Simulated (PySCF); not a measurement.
## How many f electrons in CeSi?

Unrestricted PBE0; PySCF, spin-free X2C with a Gaussian nucleus, basis sets Ce x2c-SVPall, Si x2c-SVPall. The search starts from ions with several 4f fillings and holds each by maximum overlap.

The lowest solution has 2Ms+1 = 5, about 1.1 4f electrons, near 2.54 Å.

The lowest solution of each spin and filling, followed along the bond (rough minima from three points):

```json
{"2Ms+1": "5", "4f population": "1.14", "⟨S²⟩ at the start": "6.02", "R at minimum (Å)": "2.54", "Te (eV)": "0.00"}
{"2Ms+1": "1", "4f population": "1.20", "⟨S²⟩ at the start": "1.79", "R at minimum (Å)": "2.62", "Te (eV)": "0.12"}
{"2Ms+1": "3", "4f population": "1.14", "⟨S²⟩ at the start": "2.55", "R at minimum (Å)": "2.59", "Te (eV)": "0.14"}
```

Solutions at the starting distance of 2.615 Å, counted from the lowest; the search is not exhaustive:

```csv
2Ms+1,4f population,E (eV),⟨S²⟩,⟨Lz²⟩,μ (D)
5,1.14,0.00,6.02,5.3,-4.85
5,1.16,0.06,6.03,4.0,-4.68
1,1.20,0.09,1.79,8.3,-3.84
5,1.16,0.12,6.02,8.3,-4.72
3,1.14,0.12,2.55,5.1,-4.65
3,1.16,0.18,2.04,8.4,-5.54
3,1.14,0.18,3.05,4.0,-4.53
1,1.14,0.21,1.05,8.6,-6.85
1,1.22,0.22,2.12,8.6,-4.51
1,1.16,0.23,1.10,5.1,-5.67
5,1.09,0.36,6.01,0.0,-4.72
3,1.17,0.37,3.06,6.1,-4.75
```

Partly filled real f orbitals mix terms, so no term symbols are given. A positive dipole means Ce(−)Si(+).

Spin–orbit coupling is left out. With d or f electrons several states lie close, and the lowest PBE0 determinant need not be the measured ground state.
